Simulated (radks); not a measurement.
Problem. I II, configuration [Kr] 4d10 5s2 5p4. Method: Dirac Kohn-Sham, Slater X-alpha with alpha = 0.667, spin-unpolarised, spherical densities, finite nucleus; open shells fill j = l - 1/2 first; Fermi nuclear charge, rms radius 4.75 fm; computed with a radial shooting solver on a logarithmic mesh with Libxc functionals. Some entries of the table are withheld. Estimate them.

orbital,occ.,eigenvalue (Ry),r(max) (bohr),<r> (bohr)
1s1/2,2,-2420.180,0.01755,0.02725
2s1/2,2,-374.3301,0.09936,0.1169
2p1/2,2,-351.4393,0.07614,0.09851
2p3/2,4,-329.5144,0.08094,0.1042
3s1/2,2,-75.95806,0.2862,(1)
3p1/2,2,-66.47325,0.2725,0.3044
3p3/2,4,-62.34976,0.2832,0.3160
3d3/2,4,-45.56697,0.2298,(2)
3d5/2,6,-44.69895,0.2328,(3)
4s1/2,2,(4),0.6807,0.7403
4p1/2,2,-10.47809,0.6983,(5)
4p3/2,4,-9.66733,0.7230,(6)
4d3/2,4,-4.33683,0.7736,0.9159
4d5/2,6,-4.21023,0.7824,0.9276
5s1/2,2,-1.83911,1.687,1.925
5p1/2,2,(7),(8),2.276
5p3/2,2,(9),(10),2.379

Solution. 
(1) 3s1/2 <r> (bohr): 0.3143
(2) 3d3/2 <r> (bohr): 0.2867
(3) 3d5/2 <r> (bohr): 0.2904
(4) 4s1/2 eigenvalue (Ry): -13.79065
(5) 4p1/2 <r> (bohr): 0.7730
(6) 4p3/2 <r> (bohr): 0.8018
(7) 5p1/2 eigenvalue (Ry): -1.10075
(8) 5p1/2 r(max) (bohr): 1.926
(9) 5p3/2 eigenvalue (Ry): -1.01642
(10) 5p3/2 r(max) (bohr): 2.010
